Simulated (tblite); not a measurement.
Compound: C4H6BNO3.
SMILES with atom numbers: `[N:1]#[C:2][C@@H:3]1[CH2:4][CH2:5][O:6][B:7]([OH:8])[O:9]1` (hydrogens: H10 on C3; H11, H12 on C4; H13, H14 on C5; H15 on O8)

Computed with GFN2-xTB (tblite), gas phase: L-BFGS steps from a force-field or distance-geometry start until the largest atomic force falls under 0.01 eV/Å.

The end geometry, which sets the zero of energy:
```
atom  x, y, z in Å
N1     -1.3811    1.8098    1.9850
C2     -0.9598    1.4962    0.9706
C3     -0.4067    1.0802   -0.3111
C4     -1.0458   -0.2483   -0.7479
C5     -0.5652   -1.3482    0.1994
O6      0.8443   -1.3863    0.2871
B7      1.5670   -0.2549    0.0931
O8      2.9109   -0.3291    0.1736
O9      0.9996    0.9691   -0.2166
H10    -0.6151    1.8749   -1.0436
H11    -0.7124   -0.4726   -1.7631
H12    -2.1327   -0.1750   -0.7284
H13    -0.8849   -2.3334   -0.1547
H14    -0.9763   -1.1816    1.2042
H15     3.3539    0.5070    0.0303
```

Task: These geometries come from the run, each turned onto the end geometry. Order them by energy, lowest first.
A.
```
atom  x, y, z in Å
N1     -1.4076    1.7653    1.9915
C2     -0.9703    1.4815    0.9751
C3     -0.4071    1.0835   -0.3109
C4     -1.0427   -0.2471   -0.7546
C5     -0.5637   -1.3359    0.2070
O6      0.8454   -1.3820    0.2811
B7      1.5678   -0.2498    0.0884
O8      2.9098   -0.3385    0.1678
O9      1.0011    0.9758   -0.2214
H10    -0.6212    1.8786   -1.0416
H11    -0.7013   -0.4699   -1.7688
H12    -2.1309   -0.1729   -0.7472
H13    -0.8904   -2.3263   -0.1202
H14    -0.9667   -1.1397    1.2099
H15     3.3734    0.4851    0.0219
```
B.
```
atom  x, y, z in Å
N1     -1.6055    1.9481    1.9124
C2     -1.0541    1.5823    0.9788
C3     -0.4423    1.1307   -0.2569
C4     -1.0344   -0.2253   -0.6897
C5     -0.4987   -1.3594    0.1920
O6      0.8571   -1.2046    0.5610
B7      1.5651   -0.0894    0.2567
O8      2.9267   -0.1676    0.3334
O9      0.9676    1.0752   -0.1651
H10    -0.6500    1.8964   -1.0190
H11    -0.6977   -0.3896   -1.7127
H12    -2.1268   -0.1929   -0.6511
H13    -0.5110   -2.3026   -0.3639
H14    -1.0905   -1.4766    1.1031
H15     3.3902   -0.2168   -0.5009
```
C.
```
atom  x, y, z in Å
N1     -1.4694    1.8323    1.9602
C2     -0.9826    1.4881    0.9818
C3     -0.4302    1.0875   -0.3016
C4     -1.0369   -0.2487   -0.7600
C5     -0.5469   -1.3435    0.1865
O6      0.8664   -1.3589    0.3080
B7      1.5677   -0.1914    0.1778
O8      2.9116   -0.2797    0.3242
O9      0.9835    1.0036   -0.2331
H10    -0.6716    1.9147   -0.9840
H11    -0.7191   -0.4615   -1.7827
H12    -2.1231   -0.2010   -0.7292
H13    -0.8708   -2.3203   -0.1757
H14    -0.9644   -1.2135    1.1915
H15     3.4815    0.2998   -0.1859
```
D.
```
atom  x, y, z in Å
N1     -1.4188    1.7780    1.9844
C2     -0.9738    1.4703    0.9778
C3     -0.4133    1.0754   -0.3051
C4     -1.0476   -0.2465   -0.7536
C5     -0.5654   -1.3321    0.1990
O6      0.8446   -1.3714    0.2746
B7      1.5741   -0.2421    0.0881
O8      2.9156   -0.3303    0.2084
O9      0.9951    0.9763   -0.2188
H10    -0.6373    1.8678   -1.0323
H11    -0.6919   -0.4646   -1.7593
H12    -2.1348   -0.1790   -0.7330
H13    -0.8846   -2.3229   -0.1332
H14    -0.9743   -1.1271    1.1974
H15     3.4081    0.4559   -0.0163
```
E.
```
atom  x, y, z in Å
N1     -1.5988    1.9469    1.8993
C2     -1.1164    1.6167    0.9988
C3     -0.4275    1.1479   -0.2472
C4     -0.9609   -0.2220   -0.6701
C5     -0.4904   -1.3733    0.2027
O6      0.8387   -1.2149    0.6676
B7      1.5605   -0.0976    0.2219
O8      2.9725   -0.1380    0.3085
O9      0.9836    1.1423   -0.1323
H10    -0.7158    1.8369   -1.0466
H11    -0.7007   -0.3881   -1.7208
H12    -2.0415   -0.1892   -0.5872
H13    -0.5339   -2.2733   -0.4184
H14    -1.1690   -1.5128    1.0447
H15     3.3953   -0.2736   -0.5431
```

Result: A (0.003 eV), D (0.016 eV), C (0.137 eV), B (0.434 eV), E (1.089 eV).

In the order of the answer:

| step | E above end (eV) | largest force (eV/Å) | rms force component (eV/Å) | rms distance from end (Å) | rms bond change (Å) | bond most changed (Å) |
| --- | --- | --- | --- | --- | --- | --- |
| 30 | 0.003 | 0.09 | 0.026 | 0.024 | 0.001 | C2–C3 +0.003 |
| 26 | 0.016 | 0.21 | 0.067 | 0.035 | 0.002 | C4–C5 -0.006 |
| 19 | 0.137 | 0.58 | 0.191 | 0.106 | 0.005 | O6–B7 +0.012 |
| 9 | 0.434 | 0.40 | 0.117 | 0.312 | 0.006 | B7–O8 +0.018 |
| 1 | 1.089 | 12.26 | 2.524 | 0.348 | 0.031 | N1≡C2 -0.069 |

What follows is the cost of the whole relaxation. On one thread of an Arm Neoverse V1 (shared host), this took 0.35 s.
